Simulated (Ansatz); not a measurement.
`CSB(C)N` from Hartree–Fock to CCSD(T)

Z-matrix (Å, degrees):
```
C
S 1 1.806
H 1 1.089 2 111.3
H 1 1.089 2 111.3 3 -122.8
H 1 1.090 2 106.9 3 118.6
B 2 1.823 1 103.7 3 61.5
N 6 1.400 2 116.4 1 -179.9
C 6 1.572 2 122.5 1 0.1
H 7 1.005 6 124.0 2 0.0
H 7 1.005 6 122.1 2 -180.0
H 8 1.093 6 112.3 2 -179.9
H 8 1.094 6 111.4 2 -59.1
H 8 1.094 6 111.4 2 59.3
```

The species carries charge 0 and has multiplicity 1. All single points use the PBE0-D4/def2-TZVP geometry. It is one conformer, not always the lowest. Frozen core, restricted reference, Ansatz. CBS rows extrapolate triple and quadruple zeta; past MP2 they add the triple-zeta difference.

```csv
basis,HF (Eh),MP2 corr.,CCSD corr.,(T),CCSD(T) total
def2-TZVPP,-557.21902,-0.84744,-0.90045,?,?
def2-QZVPP,?,?,–,–,–
CBS(def2),?,-0.95171,-1.00472,as TZ,?
```

(1) Fill in the withheld values. (Estimate.)

Answers

(1) Ansatz gave: def2-TZVPP (T): -0.03767; def2-TZVPP CCSD(T) total: -558.15714; def2-QZVPP HF (Eh): -557.23791; def2-QZVPP MP2 corr.: -0.90734; CBS(def2) HF (Eh): -557.24052; CBS(def2) CCSD(T) total: -558.28291.
